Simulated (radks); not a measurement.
All-electron atom: V XXI in [He] 2s1.

Calculated with a radial shooting solver on a logarithmic mesh with Libxc functionals: scalar-relativistic Kohn-Sham, OLYP, spin-unpolarised, spherical densities, finite nucleus; Fermi nuclear charge, rms radius 3.6002 fm; without spin polarisation the odd electron is poorly described.

Energy parts (hartree):
part                       energy
total                  -575.89349
kinetic                 583.69334
electron-nucleus      -1182.78415
Hartree                  39.41323
exchange-correlation    -16.21591

Orbitals (lengths in bohr, moments of r in powers of bohr; r(90%) holds 90 % of the orbital's charge):
| orbital | occ. | eigenvalue (hartree) | r(90%) | <r> | <r^4> | <r^2> |
|---|---|---|---|---|---|---|
| 1s | 2 | -242.3048 | 0.117 | 0.06582 | 0.00008588 | 0.005810 |
| 2s | 1 | -56.15208 | 0.418 | 0.2739 | 0.01272 | 0.08770 |

The highest occupied level is 2s at -1528.0 eV. Summed over all electrons, <r^2> = 0.09931 bohr^2, which gives a Langevin (diamagnetic) susceptibility term of -0.0787 x 10^-6 cm^3/mol. The density falls to 0.001 e/bohr^3 at r = 0.78 bohr. The electron density at the nucleus is 9643 e/bohr^3 (large components only). For comparison, the ionisation energy in NIST's Atomic Spectra Database is 1569.7 eV (theoretical). In exact Kohn-Sham theory the highest level is minus the ionisation energy, but local and semilocal functionals leave it too shallow, through self-interaction and a potential that decays too fast; potentials with the right tail come closer.
